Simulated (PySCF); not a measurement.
## How methods differ on the excitation energy of Mn²⁺

Mn²⁺ [Ar] 3d5 (6S) → Mn²⁺ [Ar] 3d4 4p1 (high-spin determinant), as a difference of total energies. Computed with PySCF 2.14 in x2c-TZVPPall, with the spin-free X2C one-electron Hamiltonian (Gaussian nucleus). Correlated levels: valence: [Ar] frozen; valence and next inner shell: [Ne] frozen. The calculations carry no spin-orbit coupling.

| method | excitation energy (eV) |
| --- | --- |
| UHF | 12.992 |
| LDA | 13.540 |
| PBE | 13.254 |
| PBE0 | 13.381 |
| r2SCAN | 13.385 |
| wB97X | 13.566 |
| LC-wPBE | 13.651 |
| M06-2X | 13.205 |
| PW91 | 13.275 |
| MP2 (valence) | 13.581 |
| SCS-MP2 (valence) | 13.188 |
| MP2 (valence and next inner shell) | 13.927 |
| SCS-MP2 (valence and next inner shell) | 13.545 |

How much does correlation contribute at MP2 (valence and next inner shell)?

13.927 − (12.992) = 0.935 eV, measured against UHF.

A first-order spin-orbit estimate (lowest level to lowest level, LS coupling) adds -0.102 eV.

The basis was made for the ground configuration and has no added diffuse functions, so the excitation energy can come out too high.

The determinant of the upper state mixes LS terms, which raises its energy above the lowest term, most at the Hartree-Fock and MP2 levels.
